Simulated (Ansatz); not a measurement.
Start from `F[Si](F)(F)[SeH]` and change one atom or group to get `C=C[Se][Si](F)(F)F`.

Ansatz, PBE0-D4/def2-TZVP geometries, multiplicity 1. Each molecule was computed in one conformer, which needn't be the lowest.

Scalar relativity is left out up to krypton. Spin–orbit coupling is left out; it splits and shifts lone-pair levels of the heavy atoms by tenths of an eV.

```
                               property  `F[Si](F)(F)[SeH]`
  HOMO energy (ωB97M-V/def2-TZVPP) / eV              -10.18
      HOMO energy (PBE/def2-TZVPP) / eV               -6.77
  HOMO–LUMO gap (B3LYP/def2-TZVPP) / eV                7.00
    HOMO–LUMO gap (PBE/def2-TZVPP) / eV                5.41
HOMO–LUMO gap (ωB97M-V/def2-TZVPP) / eV               11.65
   HOMO–LUMO gap (PBE0/def2-TZVPP) / eV                7.54
```

Q: Give the same properties after the change, and the shifts. (Estimate.)

A: The calculation gave: 
```
                               property  `C=C[Se][Si](F)(F)F`  shift
  HOMO energy (ωB97M-V/def2-TZVPP) / eV                 -9.72   0.46
      HOMO energy (PBE/def2-TZVPP) / eV                 -6.35   0.42
  HOMO–LUMO gap (B3LYP/def2-TZVPP) / eV                  6.11  -0.89
    HOMO–LUMO gap (PBE/def2-TZVPP) / eV                  4.39  -1.02
HOMO–LUMO gap (ωB97M-V/def2-TZVPP) / eV                 10.87  -0.78
   HOMO–LUMO gap (PBE0/def2-TZVPP) / eV                  6.57  -0.97
```

With PBE0 the HOMO rises by 0.46 eV and the LUMO falls by 0.50 eV, so the gap narrows by about 0.96 eV. PBE moves the HOMO by 0.42 eV and ωB97M-V by 0.46 eV.

B3LYP here is the variant with VWN-RPA as its local correlation; programs differ in this.
